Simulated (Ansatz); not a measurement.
Consider the cleavage of the Ge–B bond: `[BH2][GeH2][CH3]` + H₂S → `[CH3][GeH2][SH]` + BH₃.

Program: Ansatz. Geometries: PBE0-D4/def2-TZVP. ΔE: electronic, gas phase. CBS: MP2 limit from def2 TZ/QZ plus the TZ coupled-cluster correction, frozen cores. This one scheme is used for every species. DFT in def2-TZVPP. For Ge outer-core shells are correlated without core-valence functions, which leaves a few kJ/mol of doubt a bond. Scalar relativity is left out up to krypton. Each species was taken in one conformer, which may not be the lowest.

`[BH2][GeH2][CH3]`:

Z-matrix (Å, degrees):
```
Ge
C 1 1.959
B 1 2.058 2 115.1
H 1 1.547 2 109.0 3 -121.8
H 1 1.546 2 109.2 3 123.0
H 2 1.091 1 110.2 3 59.4
H 2 1.091 1 110.2 3 -60.2
H 2 1.090 1 110.7 3 179.6
H 3 1.195 1 119.9 2 178.0
H 3 1.196 1 122.3 2 -2.4
```

H₂S:

Cartesian coordinates in Å:
```
S -0.368 -0.498 0.016
H 0.756 -0.154 0.660
H -0.388 0.651 -0.676
```

`[CH3][GeH2][SH]`:

Z-matrix (Å, degrees):
```
C
Ge 1 1.945
H 1 1.090 2 110.0
H 1 1.091 2 110.0 3 119.9
H 1 1.090 2 110.0 3 -120.1
S 2 2.231 1 105.6 3 60.1
H 2 1.541 1 111.7 3 178.9
H 2 1.541 1 111.7 3 -58.7
H 6 1.343 2 95.0 1 -179.9
```

BH₃:

```xyz
4

B     0.000    0.000    0.000
H     0.639    0.995    0.162
H    -0.582   -0.175   -1.027
H    -0.056   -0.820    0.865
```

| species | r2SCANh energy (Eh) |
| --- | --- |
| `[BH2][GeH2][CH3]` | -2144.08488 |
| H₂S | -399.37239 |
| `[CH3][GeH2][SH]` | -2516.89259 |
| BH₃ | -26.58676 |

Problem. Work out ΔE.

Solution. ΔE = (-2516.89259) + (-26.58676) − (-2144.08488) − (-399.37239) = -0.02208 Eh = -0.60 eV. CCSD(T)/CBS gives -0.58 eV.

Largest T1 diagnostic among the species: 0.011.

Leaving LDA and LC-ωPBE aside and taking each functional with its dispersion term where it has one, the values, not all of them listed here, spread over 0.14 eV, from BHLYP-D4 to PBE-D4. LDA lies +0.07 eV from PBE without D4. The D4 term adds −0.03 eV with B3LYP and −0.02 eV with PBE0; it sums over pairs of atoms, weighted by their polarisabilities, and B3LYP, whose exchange is more repulsive, gets the larger term. In def2-TZVPP, CCSD(T) changes the Hartree–Fock value by +0.14 eV (the triples alone add −0.00 eV) and MP2 by +0.05 eV.

B3LYP here is the variant with VWN-RPA as its local correlation; programs differ in this.
